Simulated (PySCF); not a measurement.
The dipole of pivaloyl chloride, `CC(C)(C)C(=O)Cl` from its density and from atomic charges.

Coordinates (PBE0-D3(BJ)/def2-TZVP, Å) and charges (e) from the PBE0/pcSseg-2 density (PySCF):

```csv
atom,x,y,z,Mulliken,IAO,Hirshfeld,ESP-fitted
C1,0.090,1.361,-0.709,-0.0256,-0.4257,-0.1253,-0.6629
C2,-0.067,0.033,0.024,-0.1414,+0.0131,+0.0106,+0.7131
C3,-0.099,-1.121,-0.979,-0.0588,-0.4281,-0.1258,-0.6163
C4,1.081,-0.162,1.016,-0.0639,-0.4280,-0.1258,-0.6193
C5,-1.382,0.078,0.782,+0.3488,+0.3803,+0.1891,+0.3205
O6,-2.158,0.966,0.816,-0.2935,-0.3486,-0.1909,-0.3603
Cl7,-1.734,-1.421,1.717,-0.1666,-0.1227,-0.0425,-0.1659
H8,0.105,2.199,-0.011,+0.0461,+0.1535,+0.0464,+0.1663
H9,1.029,1.356,-1.265,+0.0356,+0.1443,+0.0474,+0.1546
H10,-0.729,1.526,-1.411,+0.0458,+0.1535,+0.0463,+0.1665
H11,0.836,-1.123,-1.543,+0.0355,+0.1494,+0.0508,+0.1593
H12,-0.922,-1.008,-1.688,+0.0444,+0.1490,+0.0477,+0.1534
H13,-0.201,-2.084,-0.479,+0.0552,+0.1558,+0.0367,+0.1381
H14,1.091,0.627,1.771,+0.0456,+0.1492,+0.0475,+0.1550
H15,1.014,-1.125,1.522,+0.0570,+0.1558,+0.0371,+0.1372
H16,2.026,-0.121,0.471,+0.0357,+0.1495,+0.0508,+0.1606
```

**Question.** What dipole does each set of charges give (1 e·Å = 4.803 D), and what does the density give?

**Answer.** The full density gives (2.68, -0.27, -1.46) D, 3.07 D in size; dipole vectors point from the negative to the positive end.

```csv
scheme,μx,μy,μz,size (D),share of the full size (%),angle to the full dipole (°)
Mulliken,2.64,-0.01,-1.57,3.07,100,5
IAO,2.94,-0.66,-1.43,3.34,109,7
Hirshfeld,1.40,-0.39,-0.64,1.59,52,10
ESP-fitted,2.69,-0.21,-1.49,3.08,101,1
```

**Question.** Which set comes closest?

**Answer.** Length of the difference vector: ESP-fitted 0.07 D, Mulliken 0.28 D, IAO 0.47 D, Hirshfeld 1.52 D. Closest: ESP-fitted. The schemes that divide the density aren't constrained to reproduce the dipole.

**Question.** What is left for the Hirshfeld atoms' own dipoles?

**Answer.** The shares of the density sum to the whole, so what Σ q r misses lies in dipoles about the nuclei. The atomic dipoles sum to (2.68, -0.27, -1.46) − (1.40, -0.39, -0.64) = (1.28, 0.12, -0.82) D, 1.52 D in size.

**Question.** With the origin at the mean of the coordinates, (-0.001, -0.001, 0.002) Å, which are the largest single terms, by size, of the Mulliken dipole along the direction of the full one?

**Answer.** O6 +3.33, C5 -2.66, Cl7 +1.77, H16 +0.27, H11 +0.27 D; all 16 atoms together +3.06 D. The single terms depend on the origin, their sum doesn't.

**Question.** Give the size of the full dipole in other units.

**Answer.** 3.07 D = 1.206 au = 0.638 e·Å = 10.22 × 10⁻³⁰ C·m.

Isolated species at its PBE0-D3(BJ)/def2-TZVP geometry, gas phase.

The values belong to the conformer `[CH3:1][C:2]([CH3:3])([CH3:4])[C:5](=[O:6])[Cl:7]`: C1–C2–C5–O6 0°.
